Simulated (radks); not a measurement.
Coulomb parameter of the 3d shell of neutral chromium in the model configuration [Ar] 3d3.5 4s1 4p1.5, as a second difference U = [E(n + 0.25) + E(n - 0.25) - 2 E(n)] / (0.25)^2 with all orbitals relaxed. "Bare": the charge of the atom changes with n. "Screened": the 4p shell takes up the change at fixed total charge, which measures U(3d,3d) + U(4p,4p) - 2 U(3d,4p). All-electron calculation, scalar-relativistic Kohn-Sham, r2SCAN, spin-unpolarised, spherical densities, finite nucleus; meta-GGA in the generalised Kohn-Sham scheme; Fermi nuclear charge, rms radius 3.6452 fm. Program: a radial shooting solver on a logarithmic mesh with Libxc functionals.

case                     configuration  E - E(n) (eV)
start             [Ar] 3d3.5 4s1 4p1.5          0.000
bare +0.25       [Ar] 3d3.75 4s1 4p1.5         -2.190
bare -0.25       [Ar] 3d3.25 4s1 4p1.5          2.905
screened +0.25  [Ar] 3d3.75 4s1 4p1.25         -1.734
screened -0.25  [Ar] 3d3.25 4s1 4p1.75          2.021

U(bare) = 11.453 eV, U(screened by 4p) = 4.602 eV, against the Slater integral F0(3d,3d) = 20.738 eV with frozen orbitals. The step up makes a negative ion, whose loosely bound charge lowers the bare value.
